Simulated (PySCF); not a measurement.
SMILES O=C1CCCC[CH]1 (C6H9O), doublet (GFN2-xTB optimised geometry):

```
16

O      0.170     1.908     3.609
C      0.116     1.297     2.539
C     -0.147     1.963     1.314
C     -0.260     1.306     0.000
C      0.250    -0.132     0.000
C     -0.252    -0.853     1.245
C      0.344    -0.204     2.488
H     -0.330     3.027     1.368
H      0.255     1.908    -0.758
H     -1.321     1.318    -0.291
H      1.342    -0.132     0.000
H     -0.086    -0.644    -0.904
H      0.028    -1.908     1.211
H     -1.342    -0.797     1.285
H     -0.063    -0.643     3.401
H      1.426    -0.365     2.508
```

Computed with unrestricted PBE0/def2-TZVP in PySCF.

Q: What are the frontier orbital energies (α orbitals alone; a β orbital can be the lowest empty one) and the dipole moment?

A: HOMO-2 -9.47 eV, HOMO-1 -7.15 eV, HOMO -6.83 eV, LUMO 0.45 eV, LUMO+1 1.05 eV; dipole moment 3.82 D.

On the same geometry unrestricted PBE/def2-TZVP (PySCF 2.14.0) gives HOMO-2 -8.05 eV, HOMO-1 -5.51 eV, HOMO -5.46 eV, LUMO -0.54 eV, LUMO+1 0.21 eV; dipole moment 3.77 D.

Meta-Löwdin charges at PBE0/def2-TZVP: O1 -0.43, C2 0.31, C3 -0.09, C4 -0.21, C5 -0.20, C6 -0.20, C7 -0.25, H8 0.13, H9 0.13, H10 0.13, H11 0.11, H12 0.11, H13 0.11, H14 0.10, H15 0.13, H16 0.13.
